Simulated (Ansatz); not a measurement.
Total energies of C₂H₈OSi₂ (`O/C([SiH3])=C/[SiH3]`).

Cartesian coordinates in Å:
```
O 1.985 -1.198 0.487
C 0.856 -0.486 0.233
Si 0.774 1.064 1.302
C -0.067 -0.854 -0.666
Si -1.639 0.038 -1.093
H 2.001 -1.985 -0.073
H -0.477 1.791 0.974
H 0.778 0.679 2.735
H 1.950 1.924 1.020
H 0.117 -1.783 -1.214
H -2.558 0.166 0.070
H -2.326 -0.760 -2.143
H -1.393 1.403 -1.632
```

The species carries charge 0 and has multiplicity 1. The geometry is a stationary point of PBE0-D4/def2-TZVP. It is one conformer, not always the lowest. Basis def2-TZVPP, the Gaussian-basis code of Ansatz.

RPA on PBE orbitals: Hartree–Fock energy of these orbitals -733.10376 Eh, correlation -1.40976 Eh (frozen core).

| functional | energy without D4 (Eh) | D4 term (kJ/mol) |
| --- | --- | --- |
| LDA (SPW92) | -731.64857 | – |
| revPBE | -735.10744 | -88.3 |
| BLYP | -735.21488 | -65.5 |
| r2SCAN | -735.13864 | -7.6 |
| B97M-V | -735.11032 | – |
| PBE0 | -734.85222 | -25.6 |
| B3LYP | -735.33085 | -48.5 |
| HSE06 (plane-wave form) | -734.83053 | -23.9 |
| CAM-B3LYP | -735.22053 | -26.1 |
| LC-ωPBE | -734.99798 | – |
| ωB97X-V | -735.14051 | – |
| ωB97M-V | -735.16420 | – |
| B2PLYP | -734.91235 | – |
| PBE-QIDH | -734.65962 | – |

**Question.** Give the same for PBE, r2SCANh, r2SCAN0, BHLYP. (Estimate.)

**Answer.** Computed: 
| functional | energy without D4 (Eh) | D4 term (kJ/mol) |
| --- | --- | --- |
| PBE | -734.78263 | -30.1 |
| r2SCANh | -735.12701 | -8.1 |
| r2SCAN0 | -735.11092 | -8.9 |
| BHLYP | -735.19168 | -37.7 |

B3LYP takes the VWN-RPA correlation (the form of Gaussian; ORCA's B3LYP/G). HSE06 is the plane-wave form, built on full-range PBE exchange. The double hybrids freeze the cores in their second-order part.

LC-ωPBE has ω = 0.4 bohr⁻¹.
